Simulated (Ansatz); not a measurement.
`C#[C][GeH2][SbH2]` + HCl → `C#[C][GeH2][Cl]` + `[SbH3]`  (cleavage of the Ge–Sb bond)

Computed with Ansatz on PBE0-D4/def2-TZVP structures; ΔE is electronic, products minus reactants. CCSD(T)/CBS adds triple-zeta CCSD(T) − MP2 to the extrapolated MP2 energy (def2 sets, frozen cores). This one scheme is used for every species. Functionals use def2-TZVPP. def2 core potentials past Kr. For Ge, Sb outer-core shells are correlated without core-valence functions, which leaves a few kJ/mol of doubt a bond. Scalar relativity is left out up to krypton.

```
             level  ΔE (eV)
        r2SCANh-D4    -0.21
          BHLYP-D4    -0.23
           ωB97M-V    -0.24
              BLYP    -0.22
     CCSD/def2-SVP    -0.26
  CCSD(T)/def2-SVP    -0.24
    MP2/def2-TZVPP    -0.18
CCSD(T)/def2-TZVPP    -0.22
```

Q: What does CCSD(T)/CBS give? (Estimate.)

A: Ansatz gave: -0.14 eV. The listed levels differ from it by -0.07, -0.09, -0.10, -0.08, -0.12, -0.10, -0.04, -0.08 eV.

Largest T1 diagnostic among the species: 0.014.

The D4 term adds +0.05 eV with B3LYP and +0.03 eV with PBE0; it sums over pairs of atoms, weighted by their polarisabilities, and B3LYP, whose exchange is more repulsive, gets the larger term. From BLYP to BHLYP (50 % exact exchange), in def2-TZVPP and without D4, ΔE moves by −0.08 eV.

B3LYP here is the variant with VWN-RPA as its local correlation; programs differ in this.
